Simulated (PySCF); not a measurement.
Compound: C10H19B.
Geometry (PBE0-D3(BJ)/def2-SVP, Å), atoms numbered from 1 in this order:
```
atom  x, y, z in Å
C1     2.1801    1.1214   -0.7977
B2     1.2910   -0.1633   -0.5844
C3     1.6184   -1.4284   -1.4711
C4     0.1969   -0.2123    0.5342
C5    -0.5896    0.8373    0.8717
C6    -1.0041    1.9202   -0.0540
C7    -2.3414    1.4301   -0.6647
C8    -2.3491   -0.0249   -1.1581
C9    -2.5396   -1.1475   -0.1023
C10   -1.3635   -2.0902    0.1994
C11   -0.2492   -1.5339    1.1099
H12    1.8592    2.0245   -0.2613
H13    2.3340    1.3549   -1.8651
H14    3.1848    0.8553   -0.4156
H15    2.6421   -1.4244   -1.8764
H16    0.9400   -1.3930   -2.3455
H17    1.4294   -2.3953   -0.9803
H18   -1.2683    0.7099    1.7297
H19   -0.2698    2.0588   -0.8614
H20   -1.1639    2.8926    0.4404
H21   -3.1426    1.5524    0.0855
H22   -2.6075    2.0988   -1.5008
H23   -3.1745   -0.1046   -1.8842
H24   -1.4333   -0.2174   -1.7441
H25   -3.3621   -1.7918   -0.4539
H26   -2.9129   -0.7113    0.8406
H27   -1.7643   -3.0083    0.6635
H28   -0.9202   -2.4126   -0.7579
H29   -0.6552   -1.3931    2.1269
H30    0.5608   -2.2771    1.1873
```

Level of theory: PBE0-D3(BJ)/def2-SVP geometry optimisation, gas phase (PySCF 2.14.0).

Masses are those of the commonest isotopes; rigid-rotor values at the optimised geometry. The values belong to one conformer with, in the numbering `[CH3:1][B:2]([CH3:3])/[C:4]1=[CH:5]\[CH2:6][CH2:7][CH2:8][CH2:9][CH2:10][CH2:11]1`, C1–B2–C4–C5 38°, C4–C5–C6–C7 91°, C5–C6–C7–C8 -47°, C6–C7–C8–C9 80°, C7–C8–C9–C10 -112°.

(1) Give the principal moments of inertia and the rotational constants in MHz.

(2) Classify the top.

(3) What does the inertial defect say?

(4) List the rotational levels J(Ka,Kc) to J = 3 (K).

(5) Which lines would a microwave search look for?

(6) Estimate the classical rotational partition function at 50 K, 100 K and 500 K.

## Answers

(1) Ia = 383.75, Ib = 518.33, Ic = 687.97 u·Å²; 505379 MHz·u·Å²/I gives A = 1317, B = 975.0, C = 734.6 MHz.

(2) An asymmetric top: κ = (2 × 975.0 − 1317 − 734.6)/(1317 − 734.6) = -0.17.

(3) Not planar: Δ = Ic − Ia − Ib = -214.10 u·Å². For a rigid frame Δ = −2 Σ m c², so Σ m c² = 107.05 u·Å² lies off the ab plane: 29.62 from hydrogen and 77.43 from heavier atoms. The atom farthest from that plane is 2.14 Å away.

(4) Above 0(0,0), as E/k:
J = 1: 1(0,1) 0.082, 1(1,1) 0.098, 1(1,0) 0.110
J = 2: 2(0,2) 0.242, 2(1,2) 0.251, 2(1,1) 0.286, 2(2,1) 0.335, 2(2,0) 0.339
J = 3: 3(0,3) 0.474, 3(1,3) 0.478, 3(1,2) 0.546, 3(2,2) 0.581, 3(2,1) 0.600, 3(3,1) 0.694, 3(3,0) 0.695
The levels of one J sum to (2J + 1)J(J + 1)(A + B + C)/3.

(5) The dipole components are |μa| = 0.83 D, |μb| = 0.08 D, |μc| = 0.42 D. Intensities carry the squares of the components, which stand as 1.00 : 0.01 : 0.25 (a : b : c). Some lines, for components of 0.1 D or more:

```
type  branch         J(Ka,Kc)    MHz  lower level (cm⁻¹)
   c       Q  1(1,1) ← 1(0,1)    342               0.057
   a       Q  5(3,2) ← 5(3,3)    477               1.005
   c       Q  3(2,2) ← 3(1,2)    736               0.379
   a       R  1(0,1) ← 0(0,0)   1710               0.000
   c       Q  3(3,1) ← 3(2,1)   1972               0.417
   a       Q  4(1,3) ← 4(1,4)   2260               0.540
   c       R  1(1,0) ← 0(0,0)   2292               0.000
   a       R  2(1,1) ← 1(1,0)   3660               0.076
   c       Q  5(5,1) ← 5(4,1)   3940               1.112
   c       R  2(1,1) ← 1(0,1)   4242               0.057
   a       R  3(1,3) ← 2(1,2)   4720               0.174
   a       R  3(2,1) ← 2(2,0)   5427               0.236
   a       R  4(3,1) ← 3(3,0)   7090               0.483
   a       R  5(2,4) ← 4(2,3)   8352               0.630
   c       R  4(1,3) ← 3(0,3)   8567               0.329
   a       R  5(3,3) ← 4(3,2)   8694               0.715
   a       R  5(4,2) ← 4(4,1)   8744               0.819
   a       R  5(3,2) ← 4(3,1)   9027               0.720
   a       R  5(2,3) ← 4(2,2)   9133               0.661
   c       R  4(4,0) ← 3(3,0)  10079               0.483
   c       R  4(4,1) ← 3(3,1)  10097               0.483
   c       R  5(2,3) ← 4(1,3)  10511               0.615
   c       R  5(1,4) ← 4(0,4)  10868               0.539
   c       R  5(2,4) ← 4(1,4)  11047               0.540
   c       R  5(3,3) ← 4(2,3)  11256               0.630
   c       R  5(4,2) ← 4(3,2)  11872               0.715
```

(6) Point group C1, symmetry number σ = 1; q = (√π/σ)·√((kT/h)³/(ABC)), k/h = 20836.6 MHz/K: 61400 at 50 K, 174000 at 100 K, 1940000 at 500 K.

No frequency check. These are rigid-rotor constants of the computed structure; measured ground-state constants (B0) also hold zero-point vibration. A rigid rotor knows nothing of internal rotation, which can split or shift real lines. Quadrupole hyperfine structure (11B) is left out.
